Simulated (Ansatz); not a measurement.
Reaction (redistribution): `C[N]([GeH3])[SiH2]F` + `O=[CH][InH2]` → `O=C[SiH2]F` + `C[N]([GeH3])[InH2]`

Isolated molecules relaxed with PBE0-D4/def2-TZVP in Ansatz; ΔE leaves out vibrations. CCSD(T)/CBS adds triple-zeta CCSD(T) − MP2 to the extrapolated MP2 energy (def2 sets, frozen cores). Functionals use def2-TZVPP. def2 core potentials past Kr. For Ge, In outer-core shells are correlated without core-valence functions, which leaves a few kJ/mol of doubt a bond. Scalar relativity is left out up to krypton. Each species was taken in one conformer, which may not be the lowest.

| level | ΔE (kcal/mol) | difference from CCSD(T)/CBS |
| --- | --- | --- |
| revPBE-D4 | 11.2 | 2.3 |
| BLYP-D4 | 11.1 | 2.2 |
| B97M-V | 11.4 | 2.5 |
| PBE0-D4 | 11.8 | 2.9 |
| r2SCANh-D4 | 11.9 | 3.0 |
| PBE0 | 11.7 | 2.8 |
| r2SCAN0 | 12.3 | 3.4 |
| RPA@PBE/def2-TZVPP | 9.6 | 0.7 |
| MP2/def2-SVP | 8.1 | -0.8 |
| MP2/def2-QZVPP | 8.6 | -0.3 |
| CCSD(T)/CBS | 8.9 | 0 |

Largest T1 diagnostic among the species: 0.017.

From BLYP to BHLYP (50 % exact exchange), in def2-TZVPP and without D4, ΔE moves by +1.9 kcal/mol. In def2-TZVPP, CCSD(T) changes the Hartree–Fock value by −3.4 kcal/mol (the triples alone add −0.6 kcal/mol) and MP2 by −4.3 kcal/mol.
